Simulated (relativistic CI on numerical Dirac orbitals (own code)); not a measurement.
Computed by Dirac-Coulomb-Breit CI, orbitals from a KLI potential per configuration, model QED, unscaled Slater integrals (own radial code, finite nucleus).

The strongest absorption lines from the ground level of an ion, among the configurations computed and to levels below about 907 eV (vacuum wavelength in Å, gf): 31.121 (0.45), 31.134 (1.2), 31.727 (1.1), 34.668 (0.057), 37.382 (0.092), 37.409 (0.27), 40.512 (0.19), 51.503 (0.23).

Which ion is it?
A. Gd XLVIII
B. Ba XLII
C. Er LIV
D. Gd L

D. Gd L has 15 electrons and the ground level 3s2.3p3 2P°_3/2; the strongest line goes to 3s2.3p2.3d 4P_3/2. The pattern of lines fixes the number of electrons, and along that sequence the line energies rise steadily with the charge (about as its square where n changes within one kind of shell, about linearly where n is kept but much faster in heavy ions where fine structure, which grows about as Z⁴, sets the gap, and irregularly where shells cross), which fixes Z. Configurations outside the model, such as inner-shell arrays, can give stronger lines. At this charge energies of transitions that change n are usually good to better than 1 %, and those within a shell (Δn = 0) to a few per cent.

LS names give the leading component of a level, which can be under half, so a name can repeat, a term be missing and a line seem to break the LS rules.
